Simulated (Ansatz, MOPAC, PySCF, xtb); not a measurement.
Dimer: C2H2 (SMILES C#C) (first 4 atoms) with CH3NO (SMILES NC=O); geometry from B3LYP-D3(BJ)/def2-TZVP, rigid monomers moved along the line of their centres of mass till H4···O7 is 3.12 Å.
(charge 0, multiplicity 1):
```csv
atom,x (Å),y (Å),z (Å)
C,-0.0471,0.5566,-0.6018
C,0.3104,-0.1962,0.2602
H,-0.3539,1.2080,-1.3834
H,0.6060,-0.8313,1.0689
N,-0.5707,0.8605,4.1769
C,-0.0095,-0.2192,4.7638
O,0.5425,-1.1282,4.1773
H,-0.5508,0.9575,3.1720
H,-1.0105,1.5744,4.7299
H,-0.1002,-0.2018,5.8643
```

Counterpoise-corrected where a basis set is named; no monomer relaxation.

The state that AM1 reach isn't checked.

Run with Ansatz (Gaussian basis) for Hartree–Fock, density functionals and correlated methods; MOPAC for AM1 (differences of heats of formation); PySCF for the dispersion terms; xtb for the GFN methods. 

Problem. One of these levels gives -1.97 kcal/mol for the interaction energy. Which one is it?
A. AM1
B. PBE-D4/def2-TZVPPD
C. GFN2-xTB

Solution. C, GFN2-xTB. The others give -0.83 (AM1), -2.80 (PBE-D4/def2-TZVPPD)

Ansatz is a program for electronic structure.
